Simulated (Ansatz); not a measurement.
Species: H3InOS2, SMILES `[OH][In]([SH])[SH]` (charge 0, multiplicity 1), formula H₃InOS₂.

Question: How many basis functions does frozen-core CCSD(T)/def2-TZVPP // CAM-B3LYP-D3(BJ)/def2-TZVP (Ansatz, a first-principles code) use, how many core orbitals are frozen, and how many electrons are correlated?

Answer: 207 basis functions and 15 frozen orbitals, which leaves 34 correlated electrons (filled d shells below the valence shell are correlated). Core time is of the order of minutes.
